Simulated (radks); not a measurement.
Values are calculated unless marked as measured or tabulated.
The osmium ion Os2+, 74 electrons, occupied as [Xe] 4f14 5d6.

Code: a radial shooting solver on a logarithmic mesh with Libxc functionals. Model: scalar-relativistic Kohn-Sham, BLYP, spin-polarised, spherical densities, finite nucleus; open shells are filled with parallel spins first (spin-orbit coupling, left out, can overturn this in heavy ions); Fermi nuclear charge, rms radius 5.4126 fm.

Energy parts (hartree):
| part | energy |
|---|---|
| total | -17250.8173 |
| kinetic | 19112.9537 |
| electron-nucleus | -42699.7894 |
| Hartree | 6674.7606 |
| exchange-correlation | -338.7423 |

Orbitals (lengths in bohr, moments of r in powers of bohr; <r^-3> diverges for s and p1/2; r(90%) holds 90 % of the orbital's charge):
| orbital | occ. | eigenvalue (hartree) | <r^-3> | r(90%) | <r^2> | <r> |
|---|---|---|---|---|---|---|
| 1s down | 1 | -2714.687 | - | 0.0323 | 0.0004335 | 0.01774 |
| 1s up | 1 | -2714.687 | - | 0.0323 | 0.0004335 | 0.01774 |
| 2s up | 1 | -473.3394 | - | 0.116 | 0.006643 | 0.07491 |
| 2s down | 1 | -473.3310 | - | 0.116 | 0.006643 | 0.07491 |
| 2p up | 3 | -412.3736 | 21900 | 0.110 | 0.005531 | 0.06727 |
| 2p down | 3 | -412.3669 | 21900 | 0.110 | 0.005531 | 0.06727 |
| 3s up | 1 | -110.6207 | - | 0.284 | 0.04300 | 0.1939 |
| 3s down | 1 | -110.6179 | - | 0.284 | 0.04300 | 0.1939 |
| 3p up | 3 | -92.71212 | 4935 | 0.291 | 0.04388 | 0.1945 |
| 3p down | 3 | -92.70893 | 4935 | 0.291 | 0.04388 | 0.1945 |
| 3d up | 5 | -72.66967 | 626.0 | 0.273 | 0.03637 | 0.1762 |
| 3d down | 5 | -72.66386 | 626.0 | 0.273 | 0.03637 | 0.1762 |
| 4s up | 1 | -23.82571 | - | 0.620 | 0.2105 | 0.4319 |
| 4s down | 1 | -23.81754 | - | 0.620 | 0.2105 | 0.4319 |
| 4p up | 3 | -17.94920 | 1163 | 0.667 | 0.2400 | 0.4594 |
| 4p down | 3 | -17.94157 | 1163 | 0.667 | 0.2400 | 0.4594 |
| 4d up | 5 | -10.64565 | 127.3 | 0.732 | 0.2769 | 0.4891 |
| 4d down | 5 | -10.63679 | 127.3 | 0.731 | 0.2767 | 0.4889 |
| 5s up | 1 | -4.01271 | - | 1.45 | 1.142 | 1.008 |
| 5s down | 1 | -3.94828 | - | 1.44 | 1.130 | 1.003 |
| 4f up | 7 | -2.53345 | 22.89 | 0.912 | 0.3847 | 0.5580 |
| 5p up | 3 | -2.52566 | 178.6 | 1.71 | 1.552 | 1.171 |
| 4f down | 7 | -2.51842 | 23.00 | 0.906 | 0.3799 | 0.5552 |
| 5p down | 3 | -2.44453 | 182.3 | 1.70 | 1.538 | 1.165 |
| 5d up | 5 | -0.87388 | 10.14 | 2.60 | 3.347 | 1.692 |
| 5d down | 1 | -0.78537 | 9.959 | 2.69 | 3.531 | 1.729 |

The highest occupied level is 5d down at -21.371 eV. The density falls to 0.001 e/bohr^3 at r = 3.66 bohr. Spin moment in Bohr magnetons: 4.
